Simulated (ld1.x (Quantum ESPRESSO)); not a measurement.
**Before and after: TM potential for silver (Ag)**

```
Element                 : silver
Generator               : ld1.x (Quantum ESPRESSO) 7.5
Type                    : norm-conserving Troullier–Martins (Kleinman–Bylander form)
Functional              : PBE
Relativity              : scalar-relativistic
Frozen core             : [Ar] 3d10 4s2
Valence charge          : 17
Reference configuration : 4p6 4d10 5s0.75 5p0 (charge +0.25)
Partial waves           : 4p (bound): rc 1.45 bohr; 4d (bound): rc 1.95 bohr; 5s (bound): rc 2.50 bohr
Local potential         : the s channel
Core correction         : a·sin(br)/r model core inside 1.25 bohr
```

Change: wave 4p (bound): rc 1.45 bohr becomes 4p (bound): rc 1.00 bohr.

Cutoffs: the cutoffs (Ry, on a coarse ladder) from which the occupation-weighted sum of valence levels, in a spherical-Bessel basis at the reference potential, stays within 10 and 1 mRy of its value at 400 Ry; they do not see the model core or the augmentation charge, which bear on the density cutoff. Errors are all-electron minus pseudo energies relative to the spin-unpolarised reference configuration.

Q: Predict the effect on cutoff, ghosts and configuration errors.

A: The potential gets harder (70 Ry and 100 Ry → 160 Ry and 200 Ry); the errors of the 7 common tests hardly move; neither file shows a bound ghost at the reference potential, the only one tested. A smaller radius makes the pseudo-wave follow the all-electron one further in, where it bends more sharply, so more plane waves are needed.

```tsv
quantity	base	changed
cutoff, loose	70 Ry	160 Ry
cutoff, tight	100 Ry	200 Ry
loose cutoff by channel (10 mRy a level)	p 35 Ry, d 45 Ry, s 6 Ry	p 80 Ry, d 45 Ry, s 6 Ry
bound ghosts	none	none
error for 4p6 4d10 5s1 5p0, meV [ΔE -1.30 eV]	0.0	-0.1
error for 4p6 4d10 5s0 5p0, meV [ΔE 6.46 eV]	-6.5	-6.5
error for 4p6 4d9 5s0 5p0, meV [ΔE 28.57 eV]	-93	-93
error for 4p6 4d9 5s1 5p0, meV [ΔE 11.85 eV]	-79	-79
error for 4p6 4d10 5s0.5 5p0, meV [ΔE 1.72 eV]	-0.8	-0.8
error for 4p6 4d7 5s0 5p0, meV [ΔE 116.48 eV]	-1022	-1031
error for 4p5 4d10 5s1 5p0, meV [ΔE 63.94 eV]	-401	-357
s: phases at 2.70 bohr within 0.05 rad from the reference energy up to (Ry; the scan ends near 5)	2.5	2.5
p: phases at 2.70 bohr within 0.05 rad from the reference energy up to (Ry; the scan ends near 5)	-0.9	-0.9
d: phases at 2.70 bohr within 0.05 rad from the reference energy up to (Ry; the scan ends near 5)	0.8	0.8
```

Base: These tests converged, but a pseudo level misses the all-electron one widely, so the file describes the atom poorly there or has found another state: 4p6 4d7 5s0 5p0: empty 5p by 3.9 eV. Changed file: These tests converged, but a pseudo level misses the all-electron one widely, so the file describes the atom poorly there or has found another state: 4p6 4d7 5s0 5p0: empty 5p by 3.9 eV.
